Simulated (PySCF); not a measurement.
# Mayer bond orders and bond lengths

Compound: C8H11F3.
Atom-mapped SMILES: `[CH3:1][CH2:2][C@:3]12[CH2:4][C@:5]([C:6]([F:7])([F:8])[F:9])([CH2:10]1)[CH2:11]2` (hydrogens: H12, H13, H14 on C1; H15, H16 on C2; H17, H18 on C4; H19, H20 on C10; H21, H22 on C11)

Cartesian coordinates in Å at the GFN2-xTB level; atoms count from 1:
```
atom  x, y, z in Å
C1     2.8215   -0.0595    0.3636
C2     1.8718    0.0301   -0.8264
C3     0.4291    0.0202   -0.4041
C4    -0.2976    1.0383    0.5067
C5    -1.3620    0.0093    0.0920
C6    -2.8089    0.0008    0.4870
F7    -3.4534    1.1119    0.0893
F8    -2.9766   -0.0804    1.8187
F9    -3.4776   -1.0375   -0.0449
C10   -0.3224   -1.0887    0.3704
C11   -0.8028    0.0947   -1.3366
H12    2.6744    0.7843    1.0328
H13    2.6505   -0.9779    0.9193
H14    3.8530   -0.0516    0.0211
H15    2.0651    0.9494   -1.3847
H16    2.0433   -0.8134   -1.4997
H17   -0.0225    1.0506    1.5584
H18   -0.4222    2.0471    0.1204
H19   -0.0492   -1.2411    1.4116
H20   -0.4698   -2.0371   -0.1407
H21   -0.9664    1.0299   -1.8667
H22   -0.9877   -0.7601   -1.9827
```

Bond orders from the PBE0/pcSseg-1 density (PySCF). Geometry: GFN2-xTB, one conformer, isolated molecule.

Task: Where do the orders between heavy atoms depart from those drawn in the SMILES?

Result: The largest departure is 0.085, at C3–C4 (drawn single, 0.915) and C10–C3 (drawn single, 0.915).

Task: Give the Mayer order of every bond between heavy atoms, beside its length.

Result: 
| bond | drawn as | length (Å) | Mayer order |
| --- | --- | --- | --- |
| C1–C2 | single | 1.525 | 1.064 |
| C2–C3 | single | 1.503 | 1.080 |
| C3–C4 | single | 1.547 | 0.915 |
| C4–C5 | single | 1.537 | 0.925 |
| C5–C6 | single | 1.500 | 0.989 |
| C6–F7 | single | 1.345 | 0.987 |
| C6–F8 | single | 1.345 | 0.986 |
| C6–F9 | single | 1.345 | 0.987 |
| C5–C10 | single | 1.537 | 0.925 |
| C5–C11 | single | 1.537 | 0.925 |
| C10–C3 | single | 1.547 | 0.915 |
| C11–C3 | single | 1.547 | 0.936 |

Bonds between the same two heavy elements. C–C: lowest C3–C4 and C10–C3 (0.915, 1.547 Å), highest C2–C3 (1.080, 1.503 Å); in 2 of the 36 pairs the longer bond (by over 0.003 Å) has the higher order (by 0.02 or more). C–F: all 3 within 0.02 of one another (0.986 to 0.987). Bonds named together lie within 0.004.

Task: And the bonds to hydrogen?

Result: C–H: 0.93 to 0.97 (11 bonds).

Task: Sum the orders of all bonds at each heavy atom with more than one neighbour and set the sums beside the valence in the SMILES.

Result: C1 3.962 (drawn 4), C2 4.010 (drawn 4), C3 3.846 (drawn 4), C4 3.742 (drawn 4), C5 3.764 (drawn 4), C6 3.949 (drawn 4), C10 3.742 (drawn 4), C11 3.761 (drawn 4). Orders between atoms that aren't bonded are not in these sums.

The Mayer order sums products of elements of PS (density times overlap matrix) between the two atoms' basis functions, so it depends on the basis set.
